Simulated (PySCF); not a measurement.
C₆H₈FS (doublet state).
Numbering: `[F:1]/[CH:2]=[CH:3]\[C@H:4]1[CH2:5][CH:6][S:7][CH2:8]1` (hydrogens: H9 on C2; H10 on C3; H11 on C4; H12, H13 on C5; H14 on C6; H15, H16 on C8)

Structure used (GFN2-xTB), in Å, numbered top down from 1:
```
atom  x, y, z in Å
F1     2.5674    0.2147    1.8750
C2     2.3567    0.5760    0.5948
C3     1.2015    0.3802   -0.0120
C4     0.0026   -0.2519    0.6240
C5    -1.2047    0.6972    0.5397
C6    -1.7181    0.5738   -0.8454
S7    -1.4492   -0.9700   -1.5404
C8    -0.4063   -1.5132   -0.1400
H9     3.2332    1.0308    0.1590
H10    1.0953    0.6948   -1.0385
H11    0.2325   -0.5074    1.6613
H12   -1.9554    0.3947    1.2859
H13   -0.9202    1.7284    0.7634
H14   -2.4742    1.2018   -1.2696
H15   -1.0133   -2.1735    0.4800
H16    0.4445   -2.0673   -0.5315
```

The hyperfine couplings belong to this conformer and change with its torsions.

Method: UKS B3LYP, pcH-1 on C F H S, non-relativistic, mean-field spin-orbit, GIAO (PySCF 2.14.0). Geometry: GFN2-xTB, one conformer, isolated molecule. Couplings are sensitive to structure, and on GFN2-xTB geometries they can be far from those on DFT ones. No stability test was run, so a lower SCF solution isn't excluded.

The Mulliken spin populations are largest on C6 (+0.83) and S7 (+0.20). The angles at C6 add up to 356.6°, so it is nearly planar; its axial dipolar tensor and the negative coupling of its proton fit spin in a p orbital normal to that plane.

(1) Find Q in a(H) = Q·ρ(C) for the protons on the planar carbons that carry spin.

(2) How do the β-proton couplings of this frozen conformer go with θ, the angle between the C–H bond and the normal to the plane of the spin centre's three neighbours, both seen down the bond from centre to carbon?

Results:

(1) 
```json
{"H": "H14", "C": "C6", "ρ(C)": "+0.827", "a(H) (G)": "-16.50", "a/ρ (G)": "-20.0"}
```

One proton gives one ratio, Q = -20.0 G, and no test of linearity. In McConnell's picture π spin on carbon polarises the C–H bond and leaves opposite spin at the proton, which makes Q negative, as found here.

(2) 
| β H | on | centre | θ (°) | cos²θ | a (G) |
| --- | --- | --- | --- | --- | --- |
| H12 | C5 | C6 | 7 | 0.99 | +41.74 |
| H13 | C5 | C6 | 53 | 0.36 | +13.06 |

Couplings in gauss use g_iso = 2.0049.
